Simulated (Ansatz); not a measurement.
Stepwise reaction of `C=[CH][Zn][CH]=C` with hydrogen, as a gas-phase model of exchange steps in deposition or etching. ΔE in kJ/mol; ΔG adds harmonic PBE0-D4 terms to CCSD(T)/CBS, at 1 bar.

Gas-phase electronic energies from Ansatz, PBE0-D4/def2-TZVP geometries. CCSD(T)/CBS is the MP2 limit (def2-TZVPP, def2-QZVPP) plus CCSD(T) − MP2 in def2-TZVPP, frozen cores. This one scheme is used for every species. Functionals use def2-TZVPP. B3LYP here is the variant with VWN-RPA as its local correlation; programs differ in this. For Zn outer-core shells are correlated without core-valence functions, which leaves a few kJ/mol of doubt a bond. Scalar relativity is left out up to krypton. Each species was taken in one conformer, which may not be the lowest.

| step | reaction | PBE-D4 | B3LYP-D4 | ωB97M-V | CCSD(T)/CBS | ΔG(500 K) |
| --- | --- | --- | --- | --- | --- | --- |
| 1 | `C=[CH][Zn][CH]=C` + H₂ → `C=[CH][ZnH]` + `C=C` | -28.7 | -35.2 | -35.3 | -29.6 | -26.7 |
| 2 | `C=[CH][ZnH]` + H₂ → `[ZnH2]` + `C=C` | -28.3 | -35.0 | -35.1 | -29.7 | -20.2 |

Question: By hand: ΔE of the 2 steps together at CCSD(T)/CBS.

Answer: (-29.6) + (-29.7) = -59.3 kJ/mol, or -29.6 kJ/mol a step.

In ΔE the steps differ by no more than 0.1 kJ/mol. All are downhill at CCSD(T)/CBS. ΔG lies between -26.7 and -20.2 kJ/mol a step. PBE-D4 differs from CCSD(T)/CBS by 0.9 to 1.4 kJ/mol a step. Only this route is followed, and other bonds may react first. Isolated molecules leave out the surface, adducts and barriers. Largest T1 diagnostic: 0.016.
